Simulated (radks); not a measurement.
Values are calculated unless marked as measured or tabulated.
Q: Species: the iodine ion I21+. Configuration: [Ar] 3d10 4s2 4p2. Level of theory: Dirac Kohn-Sham, LB94 model potential, spin-unpolarised, spherical densities, finite nucleus; open shells fill j = l - 1/2 first; Fermi nuclear charge, rms radius 4.75 fm (a radial shooting solver on a logarithmic mesh with Libxc functionals).

Spin-orbit splittings of the eigenvalues, e(l+1/2) - e(l-1/2), with zeta = 2 splitting/(2l+1) and mean radii in bohr:

| shell | occ. | splitting (eV) | zeta (eV) | <r> j=l-1/2 | <r> j=l+1/2 |
|---|---|---|---|---|---|
| 2p | 6 | 302.7 | 201.8 | 0.09804 | 0.1037 |
| 3p | 6 | 58.05 | 38.70 | 0.3000 | 0.3111 |
| 3d | 10 | 12.51 | 5.005 | 0.2801 | 0.2836 |
| 4p | 2 | 16.13 | 10.76 | 0.6673 | 0.6848 |
| 4d | 0 | ? | ? | 0.6944 | 0.6994 |

Estimate the 4d splitting.

A: 3.325 eV (zeta = 1.330 eV).
